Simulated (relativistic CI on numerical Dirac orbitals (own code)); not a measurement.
## Ligand-field terms of d4

Computed with a parametric ligand-field model of a d^n configuration (Racah B and C, spin-orbit zeta, crystal field), exact diagonalisation.

Field parameters in Wybourne normalisation: Oh B⁴₀ = 21Dq, B⁴₄ = √(5/14) B⁴₀; Td as Oh with Dq negative (B⁴₀ = 21Dq, B⁴₄ = √(5/14) B⁴₀). The field is a parameter set, without covalency.

(1) Lowest levels for B = 820, C = 3440, ζ = 150 cm⁻¹, Td, 10Dq = -4450 cm⁻¹?

(2) Lowest levels for B = 440, C = 1920, ζ = 650 cm⁻¹, Oh, 10Dq = 16200 cm⁻¹?

(3) Lowest levels for B = 900, C = 4530, ζ = 850 cm⁻¹, Oh, 10Dq = 5100 cm⁻¹?

(4) Lowest levels for B = 300, C = 1080, ζ = 2200 cm⁻¹, Td, 10Dq = -8350 cm⁻¹?

(5) Lowest levels for B = 870, C = 3550, ζ = 400 cm⁻¹, Oh, 10Dq = 27150 cm⁻¹?

## Answers

(1) A1 0 (S 2.00), T1 5 (S 2.00), T2 10 (S 2.00), E 119 (S 2.00), T1 121 (S 2.00), T2 197 (S 2.00), A2 4536 (S 2.00), T2 4537 (S 2.00), E 4538 (S 2.00) cm⁻¹, with S from ⟨S²⟩ = S(S + 1). The ground level has 2.00 electrons in the cubic e pair.

(2) A1 0 (S 1.03), T1 455 (S 1.03), E 1077 (S 1.02), T2 1095 (S 1.01), A2 5447 (S 2.00), T2 5478 (S 1.99), E 5510 (S 1.98), T1 5538 (S 1.98), A1 5562 (S 1.97) cm⁻¹, with S from ⟨S²⟩ = S(S + 1). The ground level has 0.06 electrons in the cubic e pair.

(3) A1 0 (S 1.99), T1 93 (S 2.00), E 186 (S 2.00), T2 250 (S 2.00), A2 318 (S 2.00), T2 4994 (S 2.00), T1 5055 (S 2.00), A1 5140 (S 2.00), T1 5647 (S 2.00) cm⁻¹, with S from ⟨S²⟩ = S(S + 1). The ground level has 1.04 electrons in the cubic e pair.

(4) A1 0 (S 0.79), T1 5981 (S 1.46), A1 6712 (S 1.20), T2 7508 (S 1.38), E 8117 (S 1.03), T1 8520 (S 1.01), A2 9028 (S 0.99), T2 9150 (S 1.31), E 9669 (S 1.60) cm⁻¹, with S from ⟨S²⟩ = S(S + 1). The ground level has 3.29 electrons in the cubic e pair; its S is far from a half-integer, so spin-orbit coupling mixes spin states.

(5) A1 0 (S 1.01), T1 224 (S 1.01), E 606 (S 1.01), T2 614 (S 1.00), A2 5870 (S 2.00), T2 5882 (S 2.00), E 5894 (S 2.00), T1 5904 (S 1.99), A1 5914 (S 1.99) cm⁻¹, with S from ⟨S²⟩ = S(S + 1). The ground level has 0.04 electrons in the cubic e pair.
